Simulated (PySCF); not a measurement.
H8NSi3, SMILES [SiH2]N([SiH3])[SiH3] (connectivity only; charge and spin as stated), charge +1, multiplicity 1.

Coordinates come from a PBE-D3(BJ)/def2-SVP optimisation. The multiplicity is an assumed one; no other spin state was optimised. The isomer is the one that the SMILES or the coordinates give; other isomers of the formula were not compared.

Level of theory: PBE/def2-TZVP (PySCF).

- total energy: -927.31378 hartree
- point group: C2v
- highest occupied level: -12.18 eV
- lowest empty level: -8.44 eV
- orbital gap: 3.74 eV
- dipole moment about the centre of nuclear charge: 3.18 D
- mean static polarisability: 83.1 bohr³ (12.32 Å³)
- polarisability, principal values: 64.3, 86.9, 98.1 bohr³
